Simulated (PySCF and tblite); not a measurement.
Results of a calculation; reference values are marked as such.
## Dynamics report: rotation

System: C6H5N3S, numbered as in [cH:1]1[cH:2][s:3][c:4](-[c:5]2[n:6][cH:7][n:8][nH:9]2)[cH:10]1.

Motion: rotation about the C4–C5 bond (torsion S3–C4–C5–N6 from 180° to 360°, rising). The path came from a restrained scan, a climbing-image band and a saddle search at GFN2-xTB; energies are CAM-B3LYP/pcSseg-1 + D3(BJ), IEF-PCM methanol//GFN2-xTB, thermal terms GFN2-xTB. Rates follow Eyring's equation with the number of equivalent paths and no tunnelling. Programs: tblite and PySCF.

```json
{"point": "start", "symmetry": "Cs", "E(GFN2) kcal/mol": "0.0", "E(DFT) kcal/mol": "0.0", "ZPE change kcal/mol": "0.00", "lowest mode cm⁻¹": "59", "dipole D": "4.26"}
{"point": "saddle", "symmetry": "C1", "E(GFN2) kcal/mol": "5.5", "E(DFT) kcal/mol": "2.7", "ZPE change kcal/mol": "-0.07", "lowest mode cm⁻¹": "62i", "dipole D": "4.38"}
{"point": "end", "symmetry": "Cs", "E(GFN2) kcal/mol": "1.2", "E(DFT) kcal/mol": "-1.0", "ZPE change kcal/mol": "-0.02", "lowest mode cm⁻¹": "50", "dipole D": "4.91"}
```

```json
{
  "Electronic barrier": "2.8 kcal/mol",
  "Barrier with zero-point energy": "2.7 kcal/mol",
  "ΔH‡ (298 K)": "2.2 kcal/mol",
  "ΔS‡ (298 K, symmetry apart)": "-3.3 cal/(mol K)",
  "Paths": "2 equivalent paths",
  "End point": "a different minimum",
  "Mean lifetime of the start against this motion at 298 K": "17 ps",
  "Cost": "2.4 min on 1 thread of Arm Neoverse V2, shared host (rough), peak memory 1.1 GiB, launched as `OMP_NUM_THREADS=1 python ens_run.py task.json out`"
}
```

| T/K | ΔG‡ kcal/mol | k s⁻¹ | ΔG kcal/mol | k back s⁻¹ |
| --- | --- | --- | --- | --- |
| 200 | 2.9 | 5.3×10⁹ | -1.1 | 3.6×10⁸ |
| 250 | 3.0 | 2.3×10¹⁰ | -1.1 | 2.7×10⁹ |
| 298 | 3.2 | 6×10¹⁰ | -1.1 | 9.8×10⁹ |
| 350 | 3.3 | 1.3×10¹¹ | -1.1 | 2.7×10¹⁰ |
| 400 | 3.5 | 2.2×10¹¹ | -1.1 | 5.6×10¹⁰ |

ΔG and ΔG‡ leave out symmetry numbers and mirror images; rates count paths: 2 out, 2 back.
